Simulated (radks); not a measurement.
Values are calculated unless marked as measured or tabulated.
Numerical settings for the thulium ion Tm10+, [Kr] 4d10 4f11 5s2. Code: a radial shooting solver on a logarithmic mesh with Libxc functionals. Model: scalar-relativistic Kohn-Sham, PBE, spin-polarised, spherical densities, point nucleus; open shells are filled with parallel spins first (spin-orbit coupling, left out, can overturn this in heavy ions). The defaults (mesh step 0.008 in ln r, mesh end at 40 bohr or more with all orbitals vanishing there, Anderson mixing 0.5 over 9 steps, residual threshold near 1e-9 with the energy settled to 1e-9 hartree or 1e-11 of itself, here a cap of 91 iterations) give E = -13537.3481 hartree and 4f at -169.82 eV in 15 iterations. Run on one thread of a shared host, so times are rough (Arm Neoverse V1): 0.28 s of CPU time, 0.28 s wall, 15 iterations on 2476 mesh points. Changes against that run (0 stands for a change within the tolerance of the run):

setting,iterations,converged,E (mhartree),e(4f) (meV),CPU (s)
mesh step in ln r 0.02,15,yes,0,0,0.12
mesh step in ln r 0.05,15,yes,-0.0566,-0.0406,0.06
mesh step in ln r 0.08,4,no,diverged,-,0.02
mesh end (bohr) 12,15,yes,0,0,0.27
mesh end (bohr) 1,14,level above zero,+6.31e+04,+1.56e+05,0.2
residual threshold 1e-13,28,yes,0,0,0.36
residual threshold 0.001,11,yes,0,-0.634,0.23
mixing 1,12,yes,0,0,0.23
"linear mixing, mixing 0.05",91,no,-5.94,-670,1.6
"linear mixing, mixing 0.8",91,no,0,-0.00291,1.5
mixing history 3,15,yes,0,0,0.28
iteration cap 3,3,no,+1.37e+03,+2.69e+03,0.08

Settled on a wrong energy, with an occupied level pushed above zero by the early mesh end: mesh end (bohr) 1 (+63.1 hartree). Apart from these: no run marked as converged misses the energy by more than 1 mhartree. A mesh that ends early acts as a hard wall.
